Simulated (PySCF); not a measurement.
C₁₁H₁₀.
Geometry (GFN2-xTB, Å), atoms numbered from 1 in this order:
```xyz
21
C11H10 angstrom
C     -1.7734   -1.2754   -0.3310
C     -1.6930   -0.4332   -1.3513
C     -1.1282    0.8748   -0.8243
C     -1.7611    0.8709    0.5803
C     -1.2638   -0.5512    0.9032
C      0.2141   -0.3481    0.6382
C      1.3442   -0.8647    1.2202
C      2.5802   -0.4710    0.7091
C      2.6635    0.4079   -0.3534
C      1.5136    0.9264   -0.9471
C      0.2986    0.5418   -0.4387
H     -2.0792   -2.3046   -0.3323
H     -1.9190   -0.6084   -2.3861
H     -1.2697    1.7528   -1.4482
H     -1.3471    1.6318    1.2419
H     -2.8480    0.9483    0.5588
H     -1.5296   -0.9819    1.8644
H      1.2857   -1.5514    2.0522
H      3.4851   -0.8609    1.1517
H      3.6330    0.6996   -0.7305
H      1.5850    1.6135   -1.7777
```

Method used: PBE0/pcSseg-1 in PySCF (dipole) on a GFN2-xTB geometry, gas phase.

Take the most abundant isotopes and a rigid rotor. 

(1) Give the principal moments of inertia and the rotational constants in GHz.

(2) Classify the top.

(3) What does the inertial defect say?

(4) Give the other two planar moments, Paa and Pbb, and the rms extents of the mass along the axes.

(5) Which types of transition are allowed, and where do some lines up to J = 2 fall?

(6) Estimate the classical rotational partition function at 10 K, 50 K and 298.15 K.

## Answers

(1) Ia = 198.78, Ib = 473.94, Ic = 555.15 u·Å²; 505379 MHz·u·Å²/I gives 2542, 1066 and 910.3 MHz, that is A = 2.5424, B = 1.0663, C = 0.9103 GHz.

(2) An asymmetric top. Ray's parameter κ = (2B − A − C)/(A − C) = -0.809; −1 is the prolate and +1 the oblate limit.

(3) Not planar: Δ = Ic − Ia − Ib = -117.57 u·Å². For a rigid frame Δ = −2 Σ m c², so Σ m c² = 58.78 u·Å² lies off the ab plane: 13.89 from hydrogen and 44.90 from heavier atoms. The atom farthest from that plane is 2.21 Å away.

(4) Paa = Σ m a² = (Ib + Ic − Ia)/2 = 415.15 and Pbb = Σ m b² = (Ia + Ic − Ib)/2 = 140.00 u·Å². With the mass M = 142.08 u, the rms extents √(P/M) along a, b and c are 1.71, 0.99, 0.64 Å.

(5) The dipole components are |μa| = 0.58 D, |μb| = 0.00 D, |μc| = 0.12 D; the mirror of this Cs structure is the ac plane, so μb vanishes by symmetry and there are no b-type lines. Intensities carry the squares of the components, which stand as 1.00 : 0.04 (a : c). Some lines, for components of 0.1 D or more:

```
type  branch         J(Ka,Kc)   MHz  lower level (cm⁻¹)
   a       Q  2(1,1) ← 2(1,2)   468               0.242
   c       Q  2(1,2) ← 2(0,2)  1332               0.197
   c       Q  1(1,1) ← 1(0,1)  1476               0.066
   a       R  1(0,1) ← 0(0,0)  1977               0.000
   c       R  1(1,0) ← 0(0,0)  3609               0.000
   a       R  2(1,2) ← 1(1,1)  3797               0.115
   a       R  2(0,2) ← 1(0,1)  3942               0.066
   a       R  2(1,1) ← 1(1,0)  4109               0.120
   c       Q  2(2,1) ← 2(1,1)  4428               0.257
   c       R  2(1,1) ← 1(0,1)  5741               0.066
   c       R  2(2,0) ← 1(1,0)  8549               0.120
   c       R  2(2,1) ← 1(1,1)  8694               0.115
```

(6) Point group Cs, symmetry number σ = 1; q = (√π/σ)·√((kT/h)³/(ABC)), k/h = 20836.6 MHz/K: 3390 at 10 K, 37900 at 50 K, 552000 at 298.15 K.

Whether it is a minimum is left open (no frequencies). No vibrational averaging or centrifugal distortion is included, and the geometry carries the error of its method.
